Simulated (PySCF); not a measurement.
**M06-L on Ni⁺ (nickel, charge +1)**

Configuration: [Ar] 3d9, 2D determinant. Computed with PySCF 2.14 in cc-pVTZ-DK, with the spin-free X2C one-electron Hamiltonian (Gaussian nucleus).

| Quantity | Value |
| --- | --- |
| Total energy | -1520.205 hartree |
| One-electron energy | -2104.843 hartree |
| Hartree (Coulomb) energy | 648.423 hartree |
| Exchange-correlation energy | -63.785 hartree |
| ⟨S²⟩ | 0.7975 |
| ⟨L²⟩ | 6.154 |
| Sum of ⟨r⟩ | 17.64 bohr |
| Sum of ⟨r²⟩ | 20.00 bohr² |
| Traceless quadrupole moment −½Σ⟨3z² − r²⟩ along its main axis | -0.620 e·bohr² |
| Langevin diamagnetic susceptibility | -15.8 ×10⁻⁶ cm³/mol |
| Time after the integrals | 3.4 s of wall time on 1 thread of AMD EPYC 7R43 64-Core Processor (shared host) |

```tsv
shell	electrons	mean orbital energy (hartree)	spread (hartree)	rms radius, mean of both spins (bohr)
1s α	1	-302.46805	0	0.0624
1s β	1	-302.46761	0	0.0624
2s α	1	-36.58698	0	0.265
2s β	1	-36.55959	0	0.265
2p α	3	-31.38565	0.03468	0.238
2p β	3	-31.36548	0.01482	0.238
3s α	1	-4.39190	0	0.797
3s β	1	-4.31164	0	0.797
3p α	3	-2.86227	0.06759	0.852
3p β	3	-2.78990	0.00257	0.852
3d α	5	-0.48914	0.07426	1.24
3d β	4	-0.44825	0.05743	1.24
```

Densities and radii are taken from the X2C orbitals without a picture-change correction, which distorts them close to the nucleus.
